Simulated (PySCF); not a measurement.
C₃H₆N₂Si, SMILES N1=CN=C(C)[SiH2]1. Geometry optimised at PBE0-D3(BJ)/def2-SVP. This is a generated structure with no PubChem entry under its InChIKey; it may be hypothetical.

Computed with PySCF with PBE0-D3(BJ)/def2-SVP.

Harmonic wavenumbers (cm⁻¹): 126, 210, 289, 292, 403, 491, 584, 611, 701, 713, 751, 879, 934, 938, 992, 1021, 1100, 1241, 1350, 1385, 1429, 1441, 1625, 1707, 2251, 2257, 3048, 3131, 3142, 3176. Rotational constants (GHz): 5.135, 2.900, 1.918; symmetry number 1.

### Question
Work out the zero-point energy and the ideal-gas rigid-rotor harmonic-oscillator thermochemistry at 298.15 K and 1 atm.

### Answer
ZPE = ½ Σ hcν = ½ × 38219 cm⁻¹ = 54.64 kcal/mol. H − E(el) = 59.25 kcal/mol. Entropy in cal/(mol K): translation 39.66, rotation 26.82, vibration 12.13, total 78.62. G − E(el) = 35.81 kcal/mol. Cp = 25.41 cal/(mol K). Modes under 150 cm⁻¹ make the vibrational entropy uncertain.
